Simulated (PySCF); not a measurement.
Isomers C$_{8}$H$_{12}$OSi:

A. `[SiH3]C1=CC(C2CCC2)=CO1`
B. SMILES [C@]1(C#CC)([SiH3])C[C@H]1C(C)=O
C. `O=C1C=C(CCC=C)C[SiH2]1`
D. `InChI=1S/C8H12OSi/c1-3-4-7-5-6-8(9-7)10-2/h3,5-6H,1,4,10H2,2H3`

Spectrum 1. $^{13}$C{$^{1}$H} NMR (computed): δ 234.7 (C), 185.3 (C), 149.8 (CH), 146.1 (CH), 122.5 (CH2), 41.8 (CH2), 36.9 (CH2), 14.7 (CH2).

Spectrum 2. $^{13}$C{$^{1}$H} NMR (computed): δ 166.1 (C), 154.7 (C), 145.9 (CH), 129.9 (CH), 120.0 (CH2), 114.6 (CH), 39.8 (CH2), -8.0 (CH3).

Spectrum 3. $^{13}$C{$^{1}$H} NMR (computed): δ 206.2 (C), 84.1 (C), 84.0 (C), 35.5 (CH3), 32.7 (CH), 25.1 (CH2), 10.8 (C), 4.9 (CH3).

Spectrum 4. $^{13}$C{$^{1}$H} NMR (computed): δ 154.4 (C), 149.7 (CH), 139.7 (C), 129.3 (CH), 31.3 (CH2), 30.6 (CH), 16.9 (CH2).

Theory: σ from GIAO-PBE0/pcSseg-1, GFN2-xTB geometry, in PySCF 2.14 (one conformer, no solvent, one averaged value for each set of equivalent atoms, no relativistic terms).

Shifts are taken against calculated references (same method and geometry level): TMS for $^{13}$C (186.93 ppm). Shifts are as computed. Against solution values, carbons near 30 ppm lie about +3 ppm off and those near 130 ppm about +5 ppm. Of 1211 compounds with measured shifts, 218 miss one by over three times the rms of a fit or turn the order of signals round; such compounds aren't used in these exercises.

Problem. Match each spectrum to its structure.

Solution. 1–C, 2–D, 3–B, 4–A.

- Spectrum 1 (C): 8 $^{13}$C signals; δC 185.3 is a β carbon of a C=C–C=O unit; δC 149.8 is an α carbon of a C=C–C=O unit.
- Spectrum 2 (D): 8 $^{13}$C signals; δC 145.9 is an alkene CH; δC 129.9 is an aromatic CH.
- Spectrum 3 (B): 8 $^{13}$C signals; δC 206.2 is a ketone carbonyl carbon; δC 84.1 is an alkyne carbon.
- Spectrum 4 (A): 7 $^{13}$C signals; δC 129.3 is an aromatic CH; δC 31.3 is an sp3 CH2 in a ring.
